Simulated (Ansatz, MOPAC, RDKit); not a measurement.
Species: stibine, SbH$_{3}$, net charge 0, singlet state. SMILES: [SbH3]

Atoms: Sb1, H2, H3, H4. Bonds: Sb1-H2, Sb1-H3, Sb1-H4.

Bond lengths (Å) and angles (degrees) optimised at UFF with RDKit; PM3 with MOPAC; MNDO with MOPAC; HF/STO-3G with Ansatz (a program for electronic structure); PBE/6-31G* with LANL2DZ past Ar with Ansatz; B3LYP/6-31G* with LANL2DZ past Ar with Ansatz, each started from the B3LYP-D3(BJ)/def2-TZVP structure (Ansatz) of the last column. A row stands for all coordinates that are equal there. 6-31G* holds six Cartesian d functions. No wavenumbers were computed at UFF, MNDO, HF/STO-3G, PBE/6-31G* with LANL2DZ past Ar, so these may be saddle points.

| coordinate | UFF | PM3 | MNDO | HF/STO-3G | PBE/6-31G* with LANL2DZ past Ar | B3LYP/6-31G* with LANL2DZ past Ar | B3LYP-D3(BJ)/def2-TZVP |
|---|---|---|---|---|---|---|---|
| Sb1-H2 | 1.761 | 1.702 | 1.542 | 1.644 | 1.740 | 1.721 | 1.714 |
| H2-Sb1-H3 | 91.6 | 92.4 | 94.1 | 94.4 | 90.3 | 91.2 | 91.4 |

Mean signed difference of all 3 bond lengths from B3LYP-D3(BJ)/def2-TZVP: UFF 0.047 Å, PM3 -0.012 Å, MNDO -0.172 Å, HF/STO-3G -0.070 Å, PBE/6-31G* with LANL2DZ past Ar 0.026 Å, B3LYP/6-31G* with LANL2DZ past Ar 0.007 Å.
